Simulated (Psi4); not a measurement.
C3H7Cl (SMILES CC(C)Cl), singlet, at a GFN2-xTB geometry. Base run: MP2/cc-pV(D+d)Z run with Psi4 1.11.

Here is a job for Psi4.
```
memory 2 GB

molecule {
0 1
  C    -1.02055701   -1.28725533   -0.13065687
  C     0.02176933   -0.25340076   -0.51544017
  C     1.44079751   -0.74391247   -0.29382119
  Cl   -0.23996821    1.22887505    0.47224574
  H    -0.90486744   -1.57237315    0.91239789
  H    -0.90068124   -2.17296343   -0.75147442
  H    -2.02400186   -0.89432939   -0.27405756
  H    -0.11707049    0.06418317   -1.55229100
  H     1.58762230   -1.02215721    0.74716960
  H     1.62617283   -1.61516157   -0.91898074
  H     2.16022644    0.02933705   -0.55143197
}

set basis cc-pv(d+d)z
set freeze_core true

energy('mp2')
print_variables()
```

The job was repeated with other settings on one machine. Differences are taken from the largest basis of the cc-pV(X+d)Z family in the series, which isn't the basis-set limit (cc-pV(Q+d)Z: -578.038023 Eh). The cheapest run took roughly 6 core-seconds.

| setting | basis functions | cost, times the cheapest (rough) | difference in total energy (mEh) |
|---|---|---|---|
| cc-pV(D+d)Z | 100 | 1 | 261.28 |
| cc-pV(T+d)Z | 227 | 2 | 63.68 |
| cc-pV(Q+d)Z | 439 | 9 | reference |

Times come from a shared machine, hold the start-up and are rough. Total energies converge more slowly with the basis than energy differences do.
